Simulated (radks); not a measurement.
Coulomb parameter of the 4f shell of the thulium ion Tm2+ in the model configuration [Xe] 4f12 5d1, as a second difference U = [E(n + 0.25) + E(n - 0.25) - 2 E(n)] / (0.25)^2 with all orbitals relaxed. "Bare": the charge of the atom changes with n. "Screened": the 5d shell takes up the change at fixed total charge, which measures U(4f,4f) + U(5d,5d) - 2 U(4f,5d). All-electron calculation, scalar-relativistic Kohn-Sham, PBEsol, spin-unpolarised, spherical densities, finite nucleus; Fermi nuclear charge, rms radius 5.2256 fm. Program: a radial shooting solver on a logarithmic mesh with Libxc functionals.

case,configuration,E - E(n) (eV)
start,[Xe] 4f12 5d1,0.000
bare +0.25,[Xe] 4f12.25 5d1,-5.474
bare -0.25,[Xe] 4f11.75 5d1,6.584
screened +0.25,[Xe] 4f12.25 5d0.75,-2.091
screened -0.25,[Xe] 4f11.75 5d1.25,2.417

U(bare) = 17.762 eV, U(screened by 5d) = 5.207 eV, against the Slater integral F0(4f,4f) = 33.794 eV with frozen orbitals.
